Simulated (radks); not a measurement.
The numbers below are computed, except where a source is named.
Initial-state core-level shifts of the indium ion In2+ when its valence configuration changes from [Kr] 4d10 5s1. Level of theory: scalar-relativistic Kohn-Sham, PBE, spin-unpolarised, spherical densities, point nucleus (a radial shooting solver on a logarithmic mesh with Libxc functionals). Shifts are changes of the shell-averaged eigenvalues in eV (positive: less bound).

| valence | 1s | 2p | 3p | 3d |
|---|---|---|---|---|
| 4d10 5s0.5 5p0.5 | -0.752 | -0.732 | -0.745 | -0.744 |
| 4d9 5s1.5 5p0.5 | -7.128 | -7.471 | -7.268 | -7.314 |
| 4d9.5 5s1.5 | -3.152 | -3.326 | -3.227 | -3.249 |
| 4d9 5s1 5p1 | -7.848 | -8.175 | -7.984 | -8.030 |
| 4d10 5p1 | -1.491 | -1.452 | -1.478 | -1.475 |
| 4d8 5s1 5p2 | -15.930 | -16.644 | -16.188 | -16.292 |
| 4d8.5 5s2 5p0.5 | -10.450 | -10.993 | -10.654 | -10.730 |
| 4d7 5s1.5 5p2.5 | -23.592 | -24.765 | -23.951 | -24.128 |
| 4d9 5s2 | -6.396 | -6.755 | -6.540 | -6.588 |
